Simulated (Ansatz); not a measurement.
The first iterations of a band of C₂H₄O₃Si (10 atoms, charge 0, multiplicity 1).

These are results of Ansatz 0.2.0, RKS r2SCANh-D4/STO-3G, not measurements.

```
movable images  : 5
climbing image  : yes
spring          : 5.0 eV/Å²
optimiser       : quadratic models (default)
start path      : through a guess of the saddle point
force threshold : 0.03 eV/Å
iteration limit : 60
end points      : relaxed
```

Image 0:

```xyz
10
Properties=species:S:1:pos:R:3
O 0.842 -1.651 -0.053
C 0.647 -0.674 -0.809
O 1.120 -0.603 -2.138
C -0.153 0.637 -0.414
O -0.302 1.565 -1.239
Si -0.800 0.560 1.390
H 1.603 -1.500 -2.239
H -1.702 -0.559 1.517
H -1.492 1.785 1.701
H 0.319 0.389 2.285
```

Image 6:

```xyz
10
Properties=species:S:1:pos:R:3
O -0.156 -1.755 -0.560
C 0.401 -0.700 -0.934
O 1.182 -0.596 -2.107
C 0.328 0.687 -0.168
O 0.922 1.693 -0.615
Si -0.735 0.566 1.423
H 1.133 -1.549 -2.479
H -0.154 -0.418 2.304
H -2.075 0.170 1.064
H -0.763 1.851 2.076
```

| iteration | highest image above the first end (eV) | largest band force component (eV/Å) |
| --- | --- | --- |
| 1 | 1.261 | 5.742 |
| 2 | 0.212 | 1.843 |

Problem. Does the band converge within its limit, and where does its top end?

Solution. The forces met the threshold. It ended after 7 iterations with the highest image 0.044 eV above the first end. A vibrational analysis at the climbing image gives one clearly imaginary mode, 77i cm⁻¹: a first-order saddle point. Limits of this set-up: minimal basis.

Run time: 2.6 min on 1 thread of Arm Neoverse V1 (shared host), peak memory 0.13 GiB.
